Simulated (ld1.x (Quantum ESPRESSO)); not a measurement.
The numbers below are computed, except where a source is named.
Pseudopotentials across the periodic table

Generated with ld1.x 7.5 (TM, RRKJ, ultrasoft, PAW), atompaw 4.2 or ONCVPSP 4.0.1. The cutoff is in Ry: for ld1.x and atompaw files where the sum of valence levels is converged to 10 mRy in a Bessel basis, for ONCV files where the hardest occupied wave has 1 mHa per electron of residual kinetic energy. The error is the largest all-electron minus pseudo excitation energy over each file’s own four to seven test configurations (ionisations up to +4, promotions, holes and added fractions of an electron), all of which were solved. The labels leave out finer settings (local radius, basis sizes, second energies), which also bear on the numbers. Spin-polarised tests are not counted. The rows are a selection from randomly drawn settings: files with unsolved tests, undetermined cutoffs or missed reference levels are left out.

A true bound ghost makes a file unfit for plane-wave use even where its test errors are small: the radial tests pick states by their node count and pass the ghost by.

```csv
element,potential,cutoff (Ry),largest error (meV),bound ghosts
N,"TM semilocal, BLYP, scalar-relativistic, rc 0.85/2.00 (sp), local s, core correction yes, reference 2s2 2p2.75",55,+350,none
Te,"ultrasoft, PBE, fully relativistic, rc 1.85/2.20/1.05 (spd), local smoothed, core correction no, reference 4d10 5s2 5p4",140,-230,"s, p1/2, p3/2"
```

Task: Fill in the row for F: TM semilocal, BLYP, scalar-relativistic, rc 0.55/0.95/0.90 (spd), local d, core correction yes, reference 2s2 2p5.

Result: cutoff 230 Ry, largest error +413 meV, bound ghosts: none.

Task: Fill in the row for Ir: TM, revPBE, scalar-relativistic, rc 2.35/1.20/1.70 (spd), local s, core correction yes, reference 5p6 5d7 6s1.5 6p0.

Result: cutoff 120 Ry, largest error -996 meV, bound ghosts: none.

Task: Fill in the row for Sb: PAW, BLYP, scalar-relativistic, rc 1.55/1.25/1.50 (spd), local smoothed, core correction yes, reference 4s2 4p6 4d10 5s2 5p3.

Result: cutoff 80 Ry, largest error -10 meV, bound ghosts: none.
